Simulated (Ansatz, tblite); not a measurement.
Spin states of Al3P2⁺ (the lowest singlet isomer of a short search), each relaxed with PBE-D4/def2-SVP in Ansatz. Electronic energies in the gas phase.

The xTB rows come from tblite. The structure comes from a short search, and lower isomers may exist.

Singlet geometry:

```xyz
5

Al    0.6823   -0.0032   -2.4994
Al   -2.0972   -1.2010    1.4794
Al    1.5598    1.2972   -0.2119
P    -0.2351    0.7391    1.2950
P     0.0902   -0.8321   -0.0630
```

Triplet geometry (Cs within 0.1 Å):

```xyz
5

Al   -0.1076    2.6363    0.6038
Al   -2.0534   -0.8558   -0.5017
Al    2.1422   -0.7736   -0.1115
P    -0.0314   -1.4518    0.6439
P     0.0502    0.4449   -0.6346
```

Quintet geometry:

```xyz
5

Al   -0.1544    0.4456   -2.3946
Al    0.1449    1.1988    2.2482
Al   -0.4147   -1.7025   -0.9037
P     0.5821   -0.8629    1.1084
P    -0.1579    0.9210   -0.0583
```

⟨S²⟩: triplet 2.04 at PBE0-D4/def2-TZVP (pure 2.00), quintet 6.03 at PBE0-D4/def2-TZVP (pure 6.00).

Run but left out: HF/STO-3G (singlet: restricted singlet, unstable in another Hartree–Fock run and untested here); HF/def2-TZVP, HF/def2-TZVPP (singlet: restricted singlet, unstable towards broken spin symmetry); MP2/def2-TZVP, MP2/def2-TZVPP (triplet: ⟨S²⟩ 2.18, where a pure state has 2.00).

Only these spin states were relaxed. The triplet has other bonds than the singlet, so the gap mixes isomer and spin. The quintet has other bonds than the singlet, so the gap mixes isomer and spin.

(1) Estimate which spin state lies lowest at each of these levels, and by how much: GFN1-xTB; GFN2-xTB; PBE-D4/def2-TZVP; BLYP-D4/def2-TZVP; r2SCAN-D4/def2-TZVP; B97M-V/def2-TZVP; PBE0-D4/def2-TZVP.

## Answers

(1) 
| level | triplet − singlet (kJ/mol) | quintet − singlet (kJ/mol) | lowest of these |
| --- | --- | --- | --- |
| GFN1-xTB | 103.1 | 415.5 | singlet |
| GFN2-xTB | 53.1 | 190.8 | singlet |
| PBE-D4/def2-TZVP | 25.9 | 167.9 | singlet |
| BLYP-D4/def2-TZVP | 22.6 | 204.2 | singlet |
| r2SCAN-D4/def2-TZVP | 12.3 | 123.4 | singlet |
| B97M-V/def2-TZVP | 25.1 | 159.2 | singlet |
| PBE0-D4/def2-TZVP | 19.9 | 158.7 | singlet |

Change of the quintet − singlet gap on mixing in exact exchange, in kJ/mol: PBE to PBE0 (25 % exact exchange) -9.2. The xTB methods have no spin-polarisation term.
